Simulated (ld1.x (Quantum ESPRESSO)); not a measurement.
**Transferability test, RRKJ potential for Zn (Z = 30)**

* Element: zinc (Zn)
* Generator: ld1.x (Quantum ESPRESSO) 7.5
* Type: norm-conserving RRKJ (Kleinman–Bylander form)
* Functional: PBE
* Relativity: scalar-relativistic
* Frozen core: [Ar]
* Valence charge: 12
* Reference configuration: 3d10 4s1 4p1
* Partial waves: 4p (bound): rc 3.10 bohr; 3d (bound): rc 0.85 bohr; 4s (bound): rc 2.00 bohr
* Local potential: the s channel
* Core correction: a·sin(br)/r model core inside 0.90 bohr
* rho0: 0.02

Energies are relative to the spin-unpolarised reference configuration 3d10 4s1 4p1; without spin polarisation the order of configurations can differ from experiment.

(1) Give the all-electron excitation energy and the error of the potential for: 3d10 4s2 4p0; 3d10 4s1 4p0; 3d10 4s0 4p0; 3d8 4s0 4p0; 3d9 4s2 4p1; 3d10 4s1.5 4p0; 3d10 4s0 4p1.

Levels in the configuration 3d9 4s2 4p1:

```
level  all-electron (eV)  pseudo (eV)
   3d            -18.197      -19.295
   4s             -8.657       -8.626
   4p             -2.595       -2.563
```

Answers

(1)

```
valence configuration  charge  ΔE all-electron (eV)  error AE − PS (meV)
         3d10 4s2 4p0       0                -5.086                 -2.4
         3d10 4s1 4p0      +1                 4.802                 -1.9
         3d10 4s0 4p0      +2                23.245                  -31
          3d8 4s0 4p0      +4               125.593                -2369
          3d9 4s2 4p1       0                 7.158                 -522
       3d10 4s1.5 4p0    +0.5                -1.146                 -0.3
         3d10 4s0 4p1      +1                11.126                 -8.7
```
